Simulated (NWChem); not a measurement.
System: C$_{4}$H$_{4}$OS; SMILES Oc1cccs1

Input file for NWChem:

```
start job
memory heap 200 mb stack 900 mb global 1100 mb
geometry units angstroms noautoz
  O     -0.158551    -2.157826     0.000000
  C     -0.225845    -0.816556     0.000000
  C     -1.376471    -0.074371     0.000000
  C     -1.108157     1.325410     0.000000
  C      0.223872     1.627783     0.000000
  S      1.189901     0.193790     0.000000
  H      0.758039    -2.451971     0.000000
  H     -2.366973    -0.528463     0.000000
  H     -1.887524     2.089211     0.000000
  H      0.705863     2.603655     0.000000
end
basis spherical
  O library def2-svp
  C library def2-svp
  S library def2-svp
  H library def2-svp
end
dft
  xc m06-2x
  grid xcoarse
  iterations 150
  mulliken
end
task dft gradient
```

Output (shortened):

```
             Northwest Computational Chemistry Package (NWChem) 7.3.0
             --------------------------------------------------------

 CS  symmetry detected

                             Geometry "geometry" -> ""
                             -------------------------

 Output coordinates in angstroms (scale by  1.889725989 to convert to a.u.)

  No.       Tag          Charge          X              Y              Z
 ---- ---------------- ---------- -------------- -------------- --------------
    1 O                    8.0000    -0.14695578    -2.15727168     0.00000000
    2 C                    6.0000    -0.22217454    -0.81642276     0.00000000
    3 C                    6.0000    -1.37716623    -0.08105009     0.00000000
    4 C                    6.0000    -1.11712861     1.32029201     0.00000000
    5 C                    6.0000     0.21309032     1.63053106     0.00000000
    6 S                   16.0000     1.18757632     0.20227164     0.00000000
    7 H                    1.0000     0.77135640    -2.44599516     0.00000000
    8 H                    1.0000    -2.36496758    -0.54098732     0.00000000
    9 H                    1.0000    -1.90099552     2.07947418     0.00000000
   10 H                    1.0000     0.68930621     2.60923425     0.00000000

 Effective nuclear repulsion energy (a.u.)     275.2607042785

      Symmetry information
      --------------------

 Group name             Cs
 Group number              2
 Group order               2
 No. of unique centers    10

                                 NWChem DFT Module
                                 -----------------

 Summary of "ao basis" -> "ao basis" (spherical)
 ------------------------------------------------------------------------------
       Tag                 Description            Shells   Functions and Types
 ---------------- ------------------------------  ------  ---------------------
 O                          def2-svp                 6       14   3s2p1d
 C                          def2-svp                 6       14   3s2p1d
 S                          def2-svp                 8       18   4s3p1d
 H                          def2-svp                 3        5   2s1p

      Symmetry analysis of basis
      --------------------------

        a'         79
        a"         29

            General Information
            -------------------
          SCF calculation type: DFT
          Wavefunction type:  closed shell.
          No. of atoms     :    10
          No. of electrons :    52
           Alpha electrons :    26
            Beta electrons :    26
          Charge           :     0
          Spin multiplicity:     1
          Use of symmetry is: on ; symmetry adaption is: on
          Maximum number of iterations: 150
          AO basis - number of functions:   108
                     number of shells:    50
          Convergence on energy requested:  1.00D-06
          Convergence on density requested:  1.00D-05
          Convergence on gradient requested:  5.00D-04

              XC Information
              --------------
                       M06-2X Method XC Functional
                     Hartree-Fock (Exact) Exchange  0.540
                        M06-2X Exchange Functional  1.000
                      M06-2X Correlation Potential  1.000

             Grid Information
             ----------------
          Grid used for XC integration:  xcoarse
          Radial quadrature: Mura-Knowles
          Angular quadrature: Lebedev.
          Tag              B.-S. Rad. Rad. Pts. Rad. Cut. Ang. Pts.
          ---              ---------- --------- --------- ---------
          O                   0.60       21          11.0       194
          C                   0.70       21          10.0       194
          S                   1.00       42          10.0       194
          H                   0.35       21          12.0       194
          Grid pruning is: on
          Number of quadrature shells:   231
          Spatial weights used:  Erf1

      Superposition of Atomic Density Guess
      -------------------------------------

 Sum of atomic energies:        -624.53483047

      Non-variational initial energy
      ------------------------------

 Total energy =    -628.171715
 1-e energy   =   -1403.253368
 2-e energy   =     499.820949
 HOMO         =      -0.219255
 LUMO         =       0.031060

      Symmetry analysis of molecular orbitals - initial
      -------------------------------------------------

  Numbering of irreducible representations:

     1 a'          2 a"

  Orbital symmetries:

     1 a'          2 a'          3 a'          4 a'          5 a'
     6 a'          7 a'          8 a'          9 a'         10 a"
    11 a'         12 a'         13 a'         14 a'         15 a'
    16 a'         17 a'         18 a'         19 a"         20 a'
    21 a'         22 a"         23 a'         24 a'         25 a"
    26 a"         27 a"         28 a'         29 a"         30 a'
    31 a'         32 a'         33 a'         34 a'         35 a'
    36 a'

     ---------------------------------------------
      Total Density - Mulliken Population Analysis
     ---------------------------------------------

    Atom       Charge   Shell Charges
 -----------   ------   -------------------------------------------------------
    1 O    8     8.47   1.99  1.09  0.61  2.98  1.78  0.01
    2 C    6     5.63   1.99  0.92  0.19  1.66  0.79  0.08
    3 C    6     6.29   1.99  0.97  0.30  2.10  0.89  0.03
    4 C    6     6.17   1.99  0.97  0.28  2.01  0.87  0.04
    5 C    6     6.15   1.99  0.97  0.29  1.92  0.94  0.04
    6 S   16    15.92   2.00  1.99  1.19  0.65  5.94  1.72  2.35  0.08
    7 H    1     0.66   0.53  0.07  0.06
    8 H    1     0.91   0.67  0.22  0.03
    9 H    1     0.91   0.67  0.21  0.02
   10 H    1     0.89   0.66  0.20  0.02

   convergence    iter        energy       DeltaE   RMS-Dens  Diis-err
 ---------------- ----- ----------------- --------- --------- ---------
 d= 0,ls=0.0,diis     1   -627.6998682717 -9.03D+02  1.20D-02  6.26D-01
 d= 0,ls=0.0,diis     2   -627.7174031492 -1.75D-02  6.19D-03  5.52D-01
 d= 0,ls=0.0,diis     3   -627.7780196228 -6.06D-02  1.47D-03  2.91D-02
 d= 0,ls=0.0,diis     4   -627.7815410739 -3.52D-03  5.07D-04  3.51D-03
 d= 0,ls=0.0,diis     5   -627.7819440045 -4.03D-04  1.28D-04  3.16D-04
  Resetting Diis
 d= 0,ls=0.0,diis     6   -627.7819773997 -3.34D-05  4.07D-05  1.45D-05
 d= 0,ls=0.0,diis     7   -627.7819788217 -1.42D-06  3.41D-05  4.71D-06
 d= 0,ls=0.0,diis     8   -627.7819782352  5.87D-07  2.09D-05  9.16D-06
 d= 0,ls=0.0,diis     9   -627.7819794396 -1.20D-06  1.78D-06  2.93D-08
 d= 0,ls=0.0,diis    10   -627.7819794432 -3.63D-09  9.51D-07  8.27D-09

         Total DFT energy =     -627.781979443225
      One electron energy =    -1406.970236363814
           Coulomb energy =      561.242143633104
    Exchange-Corr. energy =      -57.314590991060
 Nuclear repulsion energy =      275.260704278546

 Numeric. integr. density =       52.001875384327

                  Occupations of the irreducible representations
                  ----------------------------------------------

                     irrep           alpha         beta
                     --------     --------     --------
                     a'               21.0         21.0
                     a"                5.0          5.0

                       DFT Final Molecular Orbital Analysis
                       ------------------------------------

 Vector   24  Occ=2.000000D+00  E=-4.029414D-01  Symmetry=a'
              MO Center=  6.2D-01, -8.1D-03, -2.2D-15, r^2= 3.1D+00
   Bfn.  Coefficient  Atom+Function         Bfn.  Coefficient  Atom+Function
  ----- ------------  ---------------      ----- ------------  ---------------
    81      0.443723   6 S  px               78      0.376802   6 S  px
    18     -0.249384   2 C  px               75      0.207717   6 S  px
    32      0.192442   3 C  px               74      0.188693   6 S  s
    73      0.145514   6 S  s                60     -0.135338   5 C  px
    94     -0.135358   8 H  s                31      0.125660   3 C  s

 Vector   25  Occ=2.000000D+00  E=-3.081893D-01  Symmetry=a"
              MO Center=  6.3D-02,  3.9D-01, -6.2D-15, r^2= 3.0D+00
   Bfn.  Coefficient  Atom+Function         Bfn.  Coefficient  Atom+Function
  ----- ------------  ---------------      ----- ------------  ---------------
    83      0.511027   6 S  pz               80      0.356569   6 S  pz
    48     -0.285881   4 C  pz               34     -0.281773   3 C  pz
    37     -0.208071   3 C  pz               51     -0.202612   4 C  pz
    77      0.198270   6 S  pz               62     -0.028653   5 C  pz
    20     -0.026203   2 C  pz

[...]

                         DFT ENERGY GRADIENTS

    atom               coordinates                        gradient
                 x          y          z           x          y          z
   1 O      -0.277706  -4.076652   0.000000   -0.002593   0.005402   0.000000
   2 C      -0.419849  -1.542815   0.000000    0.001966  -0.006148   0.000000
   3 C      -2.602467  -0.153162   0.000000    0.001532   0.003525   0.000000
   4 C      -2.111067   2.494990   0.000000    0.001037  -0.004977   0.000000
   5 C       0.402682   3.081257   0.000000   -0.001704  -0.000127   0.000000
   6 S       2.244194   0.382238   0.000000   -0.001654   0.000354   0.000000
   7 H       1.457652  -4.622261   0.000000    0.001193   0.001075   0.000000
   8 H      -4.469141  -1.022318   0.000000   -0.000368   0.000385   0.000000
   9 H      -3.592361   3.929636   0.000000   -0.000108  -0.000026   0.000000
  10 H       1.302600   4.930738   0.000000    0.000698   0.000537   0.000000
```

Level: M06-2X/def2-SVP. Structure relaxed at the PBE0/def2-SVP level.
